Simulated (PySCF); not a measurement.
C3H4FNSi, SMILES N#C/C=C\[SiH2]F.

Geometry optimised at ωB97X-D3(BJ)/def2-SVP. The structure was generated by enumeration; whether it is a known compound was not checked. Other conformers were not sampled.

These are TDA-CAM-B3LYP/def2-SVPD in PySCF values and carry that method's errors.

Vertical excitations. 

Problem. Give excitation energies, oscillator strengths and character. (Estimate from the structure and the level; the computed values follow.)

Solution. 
```
state  energy (eV)  λ (nm)      f                                                               main pairs
-----  -----------  ------  -----  -----------------------------------------------------------------------
S1            6.17     201  0.002                                                         HOMO−1→LUMO 93 %
S2            6.34     196  0.349                                                           HOMO→LUMO 85 %
S3            6.57     189  0.002                                                         HOMO−3→LUMO 85 %
S4            6.86     181  0.002                                                         HOMO→LUMO+1 68 %
S5            7.40     168  0.048                                                         HOMO−2→LUMO 87 %
S6            7.70     161  0.000  HOMO→LUMO+3 37 %, HOMO→LUMO+1 21 %, HOMO→LUMO+2 11 %, HOMO−2→LUMO+1 9 %
S7            7.84     158  0.016                                                         HOMO−4→LUMO 90 %
S8            8.11     153  0.000                                       HOMO→LUMO+2 70 %, HOMO→LUMO+3 18 %
S9            8.23     151  0.159                                     HOMO−1→LUMO+1 56 %, HOMO−5→LUMO 23 %
S10           8.48     146  0.017                                                       HOMO−2→LUMO+1 71 %
T1            3.57     347      0                                                           HOMO→LUMO 92 %
T2            5.65     219      0                                                         HOMO−1→LUMO 91 %
T3            6.05     205      0                                                         HOMO−3→LUMO 73 %
T4            6.12     203      0                     HOMO−5→LUMO 40 %, HOMO−2→LUMO 19 %, HOMO→LUMO+7 10 %
```
Triplets are in the Tamm–Dancoff approximation.
